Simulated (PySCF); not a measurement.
Compound: C₃F₆PS₂ (charge -1).
Atom-mapped SMILES: `[F:1][C:2]([F:3])([F:4])[P:5]([C:6](=[S:7])[S-:8])[C:9]([F:10])([F:11])[F:12]`

Geometry (PBE0-D3(BJ)/def2-SVP, Å), atoms numbered from 1 in this order:
```xyz
12
C3F6PS2 angstrom
F     -1.3934   -0.5644    1.3617
C     -1.4470   -0.6965    0.0350
F     -2.5064    0.0324   -0.3784
F     -1.7467   -1.9698   -0.2373
P      0.1149   -0.1870   -0.9409
C      1.5261   -1.1257   -0.1852
S      1.2879   -2.4872    0.7363
S      2.9312   -0.3943   -0.7503
C      0.3008    1.4961   -0.0676
F      1.1080    2.3073   -0.7532
F     -0.8962    2.1182   -0.0106
F      0.7595    1.4429    1.1818
```

Theory: PBE0-D3(BJ)/def2-SVP geometry optimisation, gas phase in PySCF.

Take the most abundant isotopes and a rigid rotor. The values belong to one conformer with, in the numbering `[F:1][C:2]([F:3])([F:4])[P:5]([C:6](=[S:7])[S-:8])[C:9]([F:10])([F:11])[F:12]`, C2–P5–C6–S7 19°.

Problem. Give the principal moments of inertia and the rotational constants in MHz.

Solution. Ia = 681.52, Ib = 769.87, Ic = 1198.21 u·Å²; 505379 MHz·u·Å²/I gives A = 741.5, B = 656.4, C = 421.8 MHz.

Problem. What kind of rotor is it?

Solution. An asymmetric top: κ = (2 × 656.4 − 741.5 − 421.8)/(741.5 − 421.8) = 0.47.

Problem. What does the inertial defect say?

Solution. Not planar: Δ = Ic − Ia − Ib = -253.18 u·Å². For a rigid frame Δ = −2 Σ m c², so Σ m c² = 126.59 u·Å² lies off the ab plane. The atom farthest from that plane is 1.46 Å away.

Problem. Where do the levels up to J = 3 lie, in K?

Solution. Above 0(0,0), as E/k:
J = 1: 1(0,1) 0.052, 1(1,1) 0.056, 1(1,0) 0.067
J = 2: 2(0,2) 0.147, 2(1,2) 0.148, 2(1,1) 0.182, 2(2,1) 0.194, 2(2,0) 0.202
J = 3: 3(0,3) 0.282, 3(1,3) 0.282, 3(1,2) 0.345, 3(2,2) 0.349, 3(2,1) 0.378, 3(3,1) 0.402, 3(3,0) 0.407
The levels of one J sum to (2J + 1)J(J + 1)(A + B + C)/3.

Problem. Predict some low-J microwave lines.

Solution. The dipole components (about the centre of mass, as the species is charged) are |μa| = 5.12 D, |μb| = 2.20 D, |μc| = 0.27 D. Intensities carry the squares of the components, which stand as 1.00 : 0.18 : 0.00 (a : b : c). Some lines, for components of 0.1 D or more:

| type | branch | J(Ka,Kc) | MHz | lower level (cm⁻¹) |
| --- | --- | --- | --- | --- |
| a | Q | 4(3,1) ← 4(3,2) | 453 | 0.430 |
| a | Q | 3(2,1) ← 3(2,2) | 590 | 0.243 |
| b | Q | 3(2,1) ← 3(1,2) | 681 | 0.240 |
| b | R | 2(0,2) ← 1(1,1) | 1903 | 0.039 |
| b | Q | 4(2,3) ← 4(1,4) | 1913 | 0.318 |
| a | R | 3(1,2) ← 2(1,1) | 3399 | 0.126 |
| b | R | 3(3,1) ← 2(2,0) | 4164 | 0.141 |
| c | R | 3(3,1) ← 2(2,1) | 4333 | 0.135 |
| b | R | 3(3,0) ← 2(2,1) | 4434 | 0.135 |
| c | R | 4(2,3) ← 3(1,3) | 5560 | 0.196 |
| c | R | 4(3,2) ← 3(2,2) | 5607 | 0.243 |
| c | R | 4(4,1) ← 3(3,1) | 5794 | 0.279 |

Problem. Estimate the classical rotational partition function at 100 K, 200 K and 298.15 K.

Solution. Point group C1, symmetry number σ = 1; q = (√π/σ)·√((kT/h)³/(ABC)), k/h = 20836.6 MHz/K: 372000 at 100 K, 1050000 at 200 K, 1920000 at 298.15 K.

No frequency check. Zero-point vibration and centrifugal distortion are left out.

Time: 3.1 min; peak memory 0.92 GiB. Hardware: Arm Neoverse V2, one thread, shared host with 48 logical CPUs at a one-minute load of 16. These figures are those of the optimisation.
